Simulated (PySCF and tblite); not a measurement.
Values are calculated unless marked as measured or tabulated.
C9H10O, numbered as in [CH3:1][CH2:2][C:3](=[O:4])[c:5]1[cH:6][cH:7][cH:8][cH:9][cH:10]1. Level: PBE0-D3(BJ)/def2-SVPD (IEF-PCM, chloroform)//PBE0-D3(BJ)/def2-SVP, thermal terms from GFN2-xTB, symmetry numbers and mirror pairs counted. Conformers within 3 kcal/mol (GFN2-xTB free energy) were kept, 7 at most. GIAO shieldings: PBE0/pcSseg-1 (IEF-PCM, chloroform). Shifts are against TMS (¹H), TMS (¹³C) at the same level. Run with PySCF (density fitting) and tblite.

Torsions listed: C1–C2–C3–O4, O4–C3–C5–C6. Of a mirror pair one member is shown.

```tsv
conformer	shape	point group	mirror pair	ΔE(DFT)	Δ(G−E) at 250 K	δ C1 (ppm)
1	-1°, 180°	Cs	no	0.00	0.00	9.4
2	-100°, 5°	C1	yes	1.08	0.44	15.1
```

Energies in kcal/mol; the thermal term leaves out symmetry numbers and mirror images.

Question: Work out the weights at 250 K and the ¹³C shift of C1 under fast exchange.

Answer: RT = 0.497 kcal/mol. Each conformer gets RT ln(σ/g), with σ the rotational symmetry number and g = 2 for a mirror pair: 1: σ = 1, g = 1, G = 0.00 + 0.00 + 0.00 = 0.00, 0.00 above the lowest, exp(−ΔG/RT) = 1.000; 2: σ = 1, g = 2, G = 1.08 + 0.44 − 0.34 = 1.17, 1.17 above the lowest, exp(−ΔG/RT) = 0.094. The sum is 1.094, so the weights are 91.4, 8.6 %. The averaged shift is 9.9 ppm. At 298.15 K it is 10.1 ppm. At 298.15 K the leading conformer alone gives 9.4 ppm and bare DFT energies give 10.2 ppm.
